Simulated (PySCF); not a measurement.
Solvent effects on NMR parameters

Cartesian coordinates in Å; atom numbers follow the order of the lines, from 1:
```xyz
17

O     1.994    1.306    0.272
B     1.700    0.027   -0.110
O     2.614   -0.833   -0.646
C     0.208   -0.463    0.035
C    -0.512    0.006    1.303
O    -1.911   -0.167    1.146
Si   -2.377   -0.127   -0.467
C    -0.632    0.041   -1.170
H     2.902    1.587    0.125
H     3.499   -0.475   -0.763
H     0.196   -1.567    0.017
H    -0.184   -0.569    2.184
H    -0.287    1.071    1.500
H    -3.277    1.030   -0.757
H    -3.091   -1.385   -0.843
H    -0.422    1.104   -1.383
H    -0.431   -0.530   -2.088
```

GIAO PBE0/pcSseg-1 in PySCF 2.14.0 with density-fitted response routines on one PBE0-D3(BJ)/def2-SVP conformer, non-relativistic, equivalent nuclei averaged. Solvents enter as an IEF-PCM continuum (chloroform with ε = 4.7, water with ε = 78.4) around the gas-phase geometry. Shifts are referred to BF3·OEt2, TMS computed in the same medium.

Gas phase, δ in ppm: B2 30.8, C5 72.8, C4 27.7, C8 14.4, Si7 4.5, H14 4.96, H15 4.88, H12 4.10, H13 3.70, H9/H10 2.87, H11 1.24, H17 0.96, H16 0.85. Dipole moment 4.54 D.

Question: How does each δ change in the continuum?

Answer: 
| atoms | environment | Δδ, chloroform | Δδ, water |
| --- | --- | --- | --- |
| B2 | boron bonded to C, 2 O | +0.4 | +0.5 |
| C5 | sp3 CH2 bonded to O | +1.1 | +1.5 |
| C4 | sp3 CH bonded to B | +0.7 | +1.0 |
| C8 | sp3 CH2 bonded to Si | +0.7 | +1.0 |
| Si7 | silicon bonded to C, O, 2 H, in a 5-membered ring | +1.0 | +1.5 |
| H14 | hydrogen on a silicon bonded to C, O, in a 5-membered ring | -0.05 | -0.07 |
| H15 | hydrogen on a silicon bonded to C, O, in a 5-membered ring | -0.06 | -0.08 |
| H12 | hydrogen on an sp3 CH2 bonded to O | +0.06 | +0.09 |
| H13 | hydrogen on an sp3 CH2 bonded to O | -0.04 | -0.07 |
| H9/H10 | hydrogen on an oxygen bonded to B | +0.95 | +1.36 |
| H11 | hydrogen on an sp3 CH bonded to B | -0.03 | -0.06 |
| H17 | hydrogen on an sp3 CH2 bonded to Si | +0.13 | +0.19 |
| H16 | hydrogen on an sp3 CH2 bonded to Si | +0.10 | +0.14 |

Changes are relative to the gas phase. The dipole moment becomes 5.27 D in chloroform, 5.57 D in water.

Question: Which of the listed nuclei move most (in ppm), and what does the model miss? (N and O are left out, as their reference compounds move with the solvent too.)

Answer: C5 (sp3 CH2 bonded to O, +1.5 ppm) and Si7 (silicon bonded to C, O, 2 H, in a 5-membered ring, +1.5 ppm) in water. A continuum only polarises the solute; specific hydrogen bonds, the anisotropy of aromatic solvents and changes of geometry or conformer are outside it.
